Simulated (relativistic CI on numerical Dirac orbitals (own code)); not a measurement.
Slater and spin-orbit integrals, Au XXVII

Calculated at this level of theory: Dirac-Coulomb-Breit CI, KLI orbitals optimised for each configuration, QED by a radiative potential, unscaled Slater integrals (own radial code, finite nucleus).

Slater integrals F^k, G^k are unscaled and averaged over j, outside the closed core [Ar] 3d10 4p6 4d10; ζ comes from projecting the Hamiltonian with its Breit term on Σ l·s of the shell.

- 4s²4f⁷: F^2(4f,4f) = 247840, F^4(4f,4f) = 160830, F^6(4f,4f) = 117380, ζ(4f) = 10912 cm⁻¹; <r>(4f) = 0.4187, <r^2>(4f) = 0.2023 (bohr units).
- 4s²4f⁶5s: F^2(4f,4f) = 250480, F^4(4f,4f) = 162660, F^6(4f,4f) = 118740, ζ(4f) = 11178, G^3(4f,5s) = 36018 cm⁻¹; <r>(4f) = 0.415, <r^2>(4f) = 0.1986, <r>(5s) = 0.7478, <r^2>(5s) = 0.6229 (bohr units).
- 4s²4f⁵5s²: F^2(4f,4f) = 253330, F^4(4f,4f) = 164630, F^6(4f,4f) = 120230, ζ(4f) = 11448 cm⁻¹; <r>(4f) = 0.4111, <r^2>(4f) = 0.1947 (bohr units).

Averages of the first 5 configurations, taken without configuration mixing, which lowers the lowest level and can move excited configurations by several eV; other configurations of the list can lie among them:

| Configuration | Parity | States | Average energy above the lowest level (eV) |
| --- | --- | --- | --- |
| 4s²4f⁷ | odd | 3432 | 30.9 |
| 4s²4f⁶5s | even | 6006 | 141.8 |
| 4s²4f⁵5s² | odd | 2002 | 263.3 |
| 4s4f⁸ | even | 6006 | 724.5 |
| 4f⁹ | odd | 2002 | 1420.8 |
